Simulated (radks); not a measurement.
Values are calculated unless marked as measured or tabulated.
Ca X, configuration [Ne] 3s1. Code: a radial shooting solver on a logarithmic mesh with Libxc functionals. Model: scalar-relativistic Kohn-Sham, BLYP, spin-polarised, spherical densities, point nucleus; open shells are filled with parallel spins first.

Unscreened Slater integrals over Kohn-Sham orbitals (eV). They are taken over the spin-up orbitals. Empty in this configuration: 3p.

integral    value
F0(3s,3s)  25.065
F0(3s,2p)  32.911
G1(3s,2p)  3.1620
F0(3s,2s)  32.392
G0(3s,2s)  2.5098
F0(3s,1s)  37.018
G0(3s,1s)  1.4929
F0(3s,3p)  24.902
G1(3s,3p)  16.596
F0(2p,2p)  77.146
F2(2p,2p)  36.145
F0(2p,2s)  71.822
G1(2p,2s)  41.969
F0(2p,1s)  106.61
G1(2p,1s)  16.881
F0(2p,3p)  33.058
F2(2p,3p)  7.5226
G0(2p,3p)  3.1246
G2(2p,3p)  3.2822
F0(2s,2s)  68.333
F0(2s,1s)  96.185
G0(2s,1s)  8.4567
F0(2s,3p)  32.337
G1(2s,3p)  2.4190
F0(1s,1s)  333.36
F0(1s,3p)  37.556
G1(1s,3p)  2.9270
F0(3p,3p)  24.773
F2(3p,3p)  12.642
